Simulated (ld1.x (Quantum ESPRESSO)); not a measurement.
# Before and after: TM potential for I

| Property | Result |
| --- | --- |
| Element | iodine |
| Generator | ld1.x (Quantum ESPRESSO) 7.5 |
| Type | norm-conserving Troullier–Martins (Kleinman–Bylander form) |
| Functional | PBE |
| Relativity | fully relativistic |
| Frozen core | [Kr] 4d10 |
| Valence charge | 7 |
| Reference configuration | 5s2 5p5 |
| Partial waves | 5p (bound): rc 2.10 bohr; 5d channel at 0.25 Ry: rc 2.10 bohr; 5s (bound): rc 1.75 bohr |
| Local potential | the s channel |
| Core correction | Bessel-smoothed model core inside 0.85 bohr |

Open shells are filled in proportion to 2j + 1 (rel_dist='average').

Change: all radii but the core radius scaled by about 0.93 (s 1.62, p 1.96, d 1.96 bohr).

Cutoffs: the cutoffs (Ry, on a coarse ladder) from which the occupation-weighted sum of valence levels, in a spherical-Bessel basis at the reference potential, stays within 10 and 1 mRy of its value at 400 Ry; they do not see the model core or the augmentation charge, which bear on the density cutoff. Errors are all-electron minus pseudo energies relative to the spin-unpolarised reference configuration.

**Question.** What does the change do?

**Answer.** The potential gets harder (35 Ry and 50 Ry → 35 Ry and 60 Ry); a bound ghost appears in d, which as a rule spoils a file; the errors of the 7 common tests hardly move. A smaller radius makes the pseudo-wave follow the all-electron one further in, where it bends more sharply, so more plane waves are needed.

| quantity | base | changed |
| --- | --- | --- |
| cutoff, loose | 35 Ry | 35 Ry |
| cutoff, tight | 50 Ry | 60 Ry |
| bound ghosts | none | d3/2, d5/2 |
| error for 5s2 5p4, meV [ΔE 11.16 eV] | -0.3 | -0.3 |
| error for 5s2 5p3, meV [ΔE 31.03 eV] | -6.3 | -5.9 |
| error for 5s2 5p2, meV [ΔE 60.39 eV] | -33 | -31 |
| error for 5s2 5p1, meV [ΔE 99.86 eV] | -108 | -104 |
| error for 5s2 5p5.3, meV [ΔE -1.79 eV] | -0.1 | -0.1 |
| error for 5s1 5p6, meV [ΔE 10.37 eV] | -9.0 | -9.8 |
| error for 5s2 5p4.5, meV [ΔE 4.54 eV] | 0.0 | 0.0 |

 A true bound ghost makes a file unfit for plane-wave use even where its test errors are small: the radial tests pick states by their node count and pass the ghost by.
